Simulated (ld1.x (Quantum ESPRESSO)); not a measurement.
**Which change was made? (Te, TM)**

tellurium, norm-conserving Troullier–Martins (Kleinman–Bylander form), made with ld1.x (Quantum ESPRESSO) 7.5 (PBEsol, scalar-relativistic). Core [Kr] 4d10, reference 5s2 5p4. Waves: 5s (bound): rc 1.90 bohr; 5p (bound): rc 2.15 bohr. Local part: all-electron potential smoothed inside 1.95 bohr (lloc = -2). Core correction: none.

Cutoffs, loose and tight: the cutoffs (Ry, on a coarse ladder) from which the occupation-weighted sum of valence levels, in a spherical-Bessel basis at the reference potential, stays within 10 and 1 mRy of its value at 400 Ry. They do not see the model core or the augmentation charge, which bear on the density cutoff. Test errors are all-electron minus pseudo excitation energies from the reference, over the configurations 5s2 5p3; 5s2 5p2; 5s2 5p1; 5s2 5p3.5; 5s1 5p4; 5s2 5p0; 5s2 5p4.3; variants that change the core or the reference have their own tests.

The base gives: outcome: generated; cutoff, loose: 30 Ry; cutoff, tight: 40 Ry; bound ghosts: none; largest test error (meV): -59.

**Question.** After one change the result is: outcome: generated; cutoff, loose: 40 Ry; cutoff, tight: 90 Ry; bound ghosts: none; largest test error (meV): -89. Which change was it?
A. wave 5p (bound): rc 2.15 bohr becomes 5p (bound): rc 2.50 bohr
B. wave 5p (bound): rc 2.15 bohr becomes 5p (bound): rc 2.72 bohr
C. wave 5p (bound): rc 2.15 bohr becomes 5p (bound): rc 1.44 bohr
D. wave 5p (bound): rc 2.15 bohr becomes 5p (bound): rc 1.64 bohr

**Answer.** D. The others give: wave 5p (bound): rc 2.15 bohr becomes 5p (bound): rc 2.72 bohr → outcome: generated; cutoff, loose: 30 Ry; cutoff, tight: 40 Ry; bound ghosts: none; largest test error (meV): -152 | wave 5p (bound): rc 2.15 bohr becomes 5p (bound): rc 1.44 bohr → outcome: generated; cutoff, loose: 120 Ry; cutoff, tight: 200 Ry; bound ghosts: p; largest test error (meV): +47 | wave 5p (bound): rc 2.15 bohr becomes 5p (bound): rc 2.50 bohr → outcome: generated; cutoff, loose: 30 Ry; cutoff, tight: 40 Ry; bound ghosts: none; largest test error (meV): -101.
